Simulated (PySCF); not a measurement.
CH₈ClNSi₂, SMILES [Si@](N)(Cl)(C)[SiH3].

Geometry optimised at B3LYP-D3(BJ)/def2-SVP. The structure was generated by enumeration; whether it is a known compound was not checked. Other conformers were not sampled.

Calculation: PySCF with TDDFT-PBE/def2-SVPD.

Vertical excitations. The molecule is in vacuum.

```csv
state,energy (eV),λ (nm),f,main pairs
S1,5.88,211,0.016,HOMO→LUMO 90 %
S2,6.01,206,0.008,"HOMO→LUMO+1 76 %, HOMO→LUMO+2 20 %"
S3,6.14,202,0.007,"HOMO−1→LUMO 51 %, HOMO→LUMO+2 23 %, HOMO−1→LUMO+1 14 %"
S4,6.24,199,0.037,"HOMO→LUMO+2 51 %, HOMO−1→LUMO 31 %, HOMO→LUMO+1 9 %"
S5,6.38,194,0.034,"HOMO−1→LUMO+1 61 %, HOMO−1→LUMO+2 18 %, HOMO−1→LUMO 10 %"
S6,6.55,189,0.062,"HOMO−1→LUMO+2 63 %, HOMO→LUMO+3 19 %, HOMO−1→LUMO+1 11 %"
S7,6.64,187,0.061,"HOMO→LUMO+3 72 %, HOMO−1→LUMO+2 11 %"
S8,6.85,181,0.012,HOMO−2→LUMO 95 %
S9,6.96,178,0.001,HOMO→LUMO+4 89 %
S10,6.99,177,0.015,HOMO−2→LUMO+1 79 %
T1,5.53,224,0,HOMO→LUMO 84 %
T2,5.67,219,0,HOMO→LUMO+1 80 %
T3,5.78,214,0,HOMO−1→LUMO 77 %
T4,5.88,211,0,HOMO−1→LUMO+1 79 %
```
Triplets are in the Tamm–Dancoff approximation, which puts them higher than full response would, so one can lie above its singlet here.
